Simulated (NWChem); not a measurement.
System: C₃H₄ClF; SMILES C/C=C(\F)Cl

Input file for NWChem:

```
start job
memory heap 200 mb stack 900 mb global 1100 mb
geometry units angstroms noautosym nocenter noautoz
  C     -0.335025     2.382772     0.000000
  C     -0.736345     0.935716     0.000000
  C      0.132128    -0.070009     0.000000
  F      1.459198     0.103562     0.000000
  Cl    -0.292649    -1.758601     0.000000
  H     -0.735180     2.898221    -0.882390
  H      0.751535     2.496354     0.000000
  H     -0.735180     2.898221     0.882390
  H     -1.791492     0.683490     0.000000
end
basis spherical
  * library 6-31g*
end
dft
  xc b3lyp
  iterations 150
end
property
  shielding 8 1 2 3 4 5 6 7 9
  efieldgrad
end
task dft property
```

Output (shortened):

```
             Northwest Computational Chemistry Package (NWChem) 7.3.0
             --------------------------------------------------------

                             Geometry "geometry" -> ""
                             -------------------------

 Output coordinates in angstroms (scale by  1.889725989 to convert to a.u.)

  No.       Tag          Charge          X              Y              Z
 ---- ---------------- ---------- -------------- -------------- --------------
    1 C                    6.0000    -0.33502500     2.38277200     0.00000000
    2 C                    6.0000    -0.73634500     0.93571600     0.00000000
    3 C                    6.0000     0.13212800    -0.07000900     0.00000000
    4 F                    9.0000     1.45919800     0.10356200     0.00000000
    5 Cl                  17.0000    -0.29264900    -1.75860100     0.00000000
    6 H                    1.0000    -0.73518000     2.89822100    -0.88239000
    7 H                    1.0000     0.75153500     2.49635400     0.00000000
    8 H                    1.0000    -0.73518000     2.89822100     0.88239000
    9 H                    1.0000    -1.79149200     0.68349000     0.00000000

 Effective nuclear repulsion energy (a.u.)     212.0639765498

                              NWChem Property Module
                              ----------------------

  itol2e modified to match energy
  convergence criterion.

                                 NWChem DFT Module
                                 -----------------

 Summary of "ao basis" -> "ao basis" (spherical)
 ------------------------------------------------------------------------------
       Tag                 Description            Shells   Functions and Types
 ---------------- ------------------------------  ------  ---------------------
 C                           6-31g*                  6       14   3s2p1d
 F                           6-31g*                  6       14   3s2p1d
 Cl                          6-31g*                  8       18   4s3p1d
 H                           6-31g*                  2        2   2s

  itol2e modified to match energy
  convergence criterion.

            General Information
            -------------------
          SCF calculation type: DFT
          Wavefunction type:  closed shell.
          No. of atoms     :     9
          No. of electrons :    48
           Alpha electrons :    24
            Beta electrons :    24
          Charge           :     0
          Spin multiplicity:     1
          Use of symmetry is: off; symmetry adaption is: off
          Maximum number of iterations: 150
          AO basis - number of functions:    82
                     number of shells:    40
          Convergence on energy requested:  1.00D-07
          Convergence on density requested:  1.00D-05
          Convergence on gradient requested:  5.00D-04

              XC Information
              --------------
                         B3LYP Method XC Potential
                     Hartree-Fock (Exact) Exchange  0.200
                        Slater Exchange Functional  0.800 local
                    Becke 1988 Exchange Functional  0.720 non-local
              Lee-Yang-Parr Correlation Functional  0.810
                  VWN I RPA Correlation Functional  0.190 local

             Grid Information
             ----------------
          Grid used for XC integration:  fine
          Radial quadrature: Mura-Knowles
          Angular quadrature: Lebedev.
          Tag              B.-S. Rad. Rad. Pts. Rad. Cut. Ang. Pts.
          ---              ---------- --------- --------- ---------
          C                   0.70       70          11.0       590
          F                   0.50       70          10.0       590
          Cl                  1.00      123          12.0       770
          H                   0.35       60          12.0       590
          Grid pruning is: on
          Number of quadrature shells:   643
          Spatial weights used:  Erf1

      Superposition of Atomic Density Guess
      -------------------------------------

 Sum of atomic energies:        -673.79660734

      Non-variational initial energy
      ------------------------------

 Total energy =    -676.040306
 1-e energy   =   -1349.609130
 2-e energy   =     461.504847
 HOMO         =      -0.237653
 LUMO         =       0.091127

   convergence    iter        energy       DeltaE   RMS-Dens  Diis-err
 ---------------- ----- ----------------- --------- --------- ---------
 d= 0,ls=0.0,diis     1   -676.6211990797 -8.89D+02  1.57D-02  8.95D-01
 d= 0,ls=0.0,diis     2   -676.5213187180  9.99D-02  1.07D-02  1.89D+00
 d= 0,ls=0.0,diis     3   -676.7226818237 -2.01D-01  2.50D-03  3.78D-02
 d= 0,ls=0.0,diis     4   -676.7253835796 -2.70D-03  1.19D-03  1.72D-02
 d= 0,ls=0.0,diis     5   -676.7276034606 -2.22D-03  1.89D-04  6.24D-04
  Resetting Diis
 d= 0,ls=0.0,diis     6   -676.7276513780 -4.79D-05  7.48D-05  3.90D-05
 d= 0,ls=0.0,diis     7   -676.7276556942 -4.32D-06  3.80D-05  2.78D-06
 d= 0,ls=0.0,diis     8   -676.7276554573  2.37D-07  2.01D-05  5.10D-06
 d= 0,ls=0.0,diis     9   -676.7276560424 -5.85D-07  2.24D-06  4.89D-08
 d= 0,ls=0.0,diis    10   -676.7276560471 -4.72D-09  8.05D-07  5.97D-09

         Total DFT energy =     -676.727656047126
      One electron energy =    -1352.244809185382
           Coulomb energy =      519.967183514212
    Exchange-Corr. energy =      -56.514006925717
 Nuclear repulsion energy =      212.063976549760

 Numeric. integr. density =       48.000001539614

                       DFT Final Molecular Orbital Analysis
                       ------------------------------------

 Vector   22  Occ=2.000000D+00  E=-3.533204D-01
              MO Center= -5.4D-02, -1.2D+00,  1.5D-10, r^2= 2.3D+00
   Bfn.  Coefficient  Atom+Function         Bfn.  Coefficient  Atom+Function
  ----- ------------  ---------------      ----- ------------  ---------------
    65      0.635362  5 Cl pz                69      0.327191  5 Cl pz
    47     -0.259128  4 F  pz                61     -0.248362  5 Cl pz
    51     -0.192942  4 F  pz                33      0.163050  3 C  pz
    37      0.083213  3 C  pz                19      0.079103  2 C  pz
     5     -0.060172  1 C  pz                23      0.053281  2 C  pz

 Vector   23  Occ=2.000000D+00  E=-3.298361D-01
              MO Center= -2.4D-01, -1.5D+00, -3.2D-11, r^2= 1.8D+00
   Bfn.  Coefficient  Atom+Function         Bfn.  Coefficient  Atom+Function
  ----- ------------  ---------------      ----- ------------  ---------------
    63      0.697056  5 Cl px                67      0.355755  5 Cl px
    59     -0.270788  5 Cl px                64     -0.173539  5 Cl py
    46      0.138361  4 F  py                50      0.100273  4 F  py
    18     -0.099747  2 C  py                68     -0.097022  5 Cl py
    20      0.093605  2 C  s                  4      0.090480  1 C  py

 Vector   24  Occ=2.000000D+00  E=-2.485197D-01
              MO Center= -2.6D-01,  2.4D-01,  9.7D-11, r^2= 2.8D+00
   Bfn.  Coefficient  Atom+Function         Bfn.  Coefficient  Atom+Function
  ----- ------------  ---------------      ----- ------------  ---------------
    19      0.382770  2 C  pz                33      0.349784  3 C  pz
    65     -0.341907  5 Cl pz                23      0.298916  2 C  pz
    47     -0.211887  4 F  pz                69     -0.208087  5 Cl pz
    37      0.196752  3 C  pz                51     -0.170115  4 F  pz
    61      0.130673  5 Cl pz                76      0.111437  6 H  s

 Vector   25  Occ=0.000000D+00  E= 1.456667D-02
              MO Center= -2.9D-01,  4.5D-01, -1.0D-09, r^2= 2.4D+00
   Bfn.  Coefficient  Atom+Function         Bfn.  Coefficient  Atom+Function
  ----- ------------  ---------------      ----- ------------  ---------------
    23      0.582762  2 C  pz                37     -0.576249  3 C  pz
    33     -0.500792  3 C  pz                19      0.417261  2 C  pz
    76      0.231702  6 H  s                 80     -0.231702  8 H  s
    47      0.179232  4 F  pz                51      0.179480  4 F  pz
    69      0.177774  5 Cl pz                65      0.153316  5 Cl pz

[...]

          -----------------------------------------
          Chemical Shielding Tensors (GIAO, in ppm)
          -----------------------------------------

                                NWChem CPHF Module
                                ------------------

  scftype          =     RHF
  nclosed          =       24
  nopen            =        0
  variables        =     1392
  # of vectors     =        3
  tolerance        = 0.10D-03
  level shift      = 0.00D+00
  max iterations   =       50
  max subspace     =       30

 SCF residual:    3.6374432056050761E-005

Iterative solution of linear equations
  No. of variables     1392
  No. of equations        3
  Maximum subspace       30
        Iterations       50
       Convergence  1.0D-04

   iter   nsub   residual    time
   ----  ------  --------  ---------
     1      3    5.48D-01      26.6
     2      6    2.46D-02      29.4
     3      9    2.10D-03      31.8
     4     12    8.40D-05      34.4

      Atom:    1  C
        Diamagnetic
    247.5029      1.7452     -0.0000
      1.7452    259.0347      0.0000
     -0.0000      0.0000    246.1151

        Paramagnetic
    -81.2998      4.1818      0.0000
      4.1818    -71.5636     -0.0000
      0.0000     -0.0000    -66.0718

        Total Shielding Tensor
    166.2032      5.9270     -0.0000
      5.9270    187.4711     -0.0000
     -0.0000     -0.0000    180.0433

           isotropic =     177.9058
          anisotropy =      16.6582

          Principal Components and Axis System
                 1           2           3
              189.0113    180.0433    164.6630

      1         0.2515      0.0000      0.9679
      2         0.9679      0.0000     -0.2515
      3        -0.0000      1.0000     -0.0000

      Atom:    2  C
        Diamagnetic
    259.7080     -0.5778      0.0000
     -0.5778    271.1249     -0.0000
      0.0000     -0.0000    239.5359

        Paramagnetic
   -225.0126    -39.8980      0.0000
    -39.8980   -182.6055      0.0000
      0.0000      0.0000    -87.0489

        Total Shielding Tensor
     34.6954    -40.4757      0.0000
    -40.4757     88.5195     -0.0000
      0.0000     -0.0000    152.4870

           isotropic =      91.9006
          anisotropy =      90.8796

          Principal Components and Axis System
                 1           2           3
              152.4870    110.2134     13.0014

      1         0.0000     -0.4724      0.8814
      2        -0.0000      0.8814      0.4724
      3         1.0000      0.0000     -0.0000

      Atom:    3  C
        Diamagnetic
    262.4260     -0.3560      0.0000
     -0.3560    265.9241     -0.0000
      0.0000     -0.0000    234.2350

        Paramagnetic
   -225.7470    -65.0363     -0.0000
    -65.0363   -234.5860      0.0000
     -0.0000      0.0000   -176.1851

        Total Shielding Tensor
     36.6790    -65.3922     -0.0000
    -65.3922     31.3381      0.0000
     -0.0000      0.0000     58.0499

           isotropic =      42.0223
          anisotropy =      86.1494

          Principal Components and Axis System
                 1           2           3
               99.4553     58.0499    -31.4382

      1         0.7214      0.0000      0.6925
      2        -0.6925     -0.0000      0.7214
      3        -0.0000      1.0000      0.0000

      Atom:    4  F
        Diamagnetic
    492.8129      4.5103      0.0000
      4.5103    466.7045      0.0000
      0.0000      0.0000    464.3965

        Paramagnetic
   -217.7490     30.8272      0.0000
     30.8272   -246.6587     -0.0000
      0.0000     -0.0000   -170.4493

        Total Shielding Tensor
    275.0639     35.3375      0.0000
     35.3375    220.0457     -0.0000
      0.0000     -0.0000    293.9473

           isotropic =     263.0190
          anisotropy =      46.3925

          Principal Components and Axis System
                 1           2           3
              293.9473    292.3374    202.7722

      1        -0.0000      0.8984     -0.4392
      2        -0.0000      0.4392      0.8984
      3         1.0000      0.0000      0.0000

      Atom:    5  Cl
        Diamagnetic
   1142.7029      3.2872     -0.0000
      3.2872   1154.1347     -0.0000
     -0.0000     -0.0000   1141.2595

        Paramagnetic
   -554.9953    102.4965     -0.0000
    102.4965   -131.8138     -0.0000
     -0.0000     -0.0000   -664.7871

        Total Shielding Tensor
    587.7075    105.7838     -0.0000
    105.7838   1022.3209     -0.0000
     -0.0000     -0.0000    476.4723

           isotropic =     695.5003
          anisotropy =     526.8008

          Principal Components and Axis System
                 1           2           3
             1046.7008    563.3277    476.4723

      1         0.2246      0.9745      0.0000
      2         0.9745     -0.2246      0.0000
      3        -0.0000     -0.0000      1.0000

      Atom:    6  H
        Diamagnetic
     25.2202     -2.8165      3.9143
     -2.8165     31.6675     -6.8850
      3.9143     -6.8850     32.2497

        Paramagnetic
      2.6713      1.4969     -1.6402
      1.4969      0.7963      2.8887
     -1.6402      2.8887     -0.3034

        Total Shielding Tensor
     27.8914     -1.3196      2.2741
     -1.3196     32.4638     -3.9964
      2.2741     -3.9964     31.9463

           isotropic =      30.7672
          anisotropy =       9.2253

          Principal Components and Axis System
                 1           2           3
               36.9174     28.5778     26.8064

      1        -0.2705      0.4416      0.8555
      2         0.6861      0.7117     -0.1505
      3        -0.6753      0.5463     -0.4955

      Atom:    7  H
        Diamagnetic
     37.6976      3.0146     -0.0000
      3.0146     30.2651      0.0000
     -0.0000      0.0000     22.2220

        Paramagnetic
     -4.4311     -1.8655      0.0000
     -1.8655      1.2461      0.0000
      0.0000      0.0000      3.7210

        Total Shielding Tensor
     33.2665      1.1491     -0.0000
      1.1491     31.5112      0.0000
     -0.0000      0.0000     25.9430

           isotropic =      30.2402
          anisotropy =       5.3919

          Principal Components and Axis System
                 1           2           3
               33.8348     30.9429     25.9430

      1         0.8964     -0.4433      0.0000
      2         0.4433      0.8964     -0.0000
      3        -0.0000      0.0000      1.0000

      Atom:    8  H
        Diamagnetic
     41.0745      2.4957      0.0000
      2.4957     28.3099     -0.0000
      0.0000     -0.0000     20.4205

        Paramagnetic
    -13.5036     -3.6474      0.0000
     -3.6474      2.8674      0.0000
      0.0000      0.0000      3.7960

        Total Shielding Tensor
     27.5709     -1.1517      0.0000
     -1.1517     31.1772     -0.0000
      0.0000     -0.0000     24.2164

           isotropic =      27.6549
          anisotropy =       5.7882

          Principal Components and Axis System
                 1           2           3
               31.5136     27.2345     24.2164

      1        -0.2804      0.9599     -0.0000
      2         0.9599      0.2804      0.0000
      3        -0.0000      0.0000      1.0000
```

Level: B3LYP/6-31G* (spherical d), GIAO. Structure relaxed at the B3LYP/6-31G* (spherical d) level. NWChem prints the field gradient with the sign opposite to the second derivative of the potential. The output numbers the shielded atoms by their place in the input's list. The printed shielding anisotropy is the first printed principal value minus the mean of the other two.
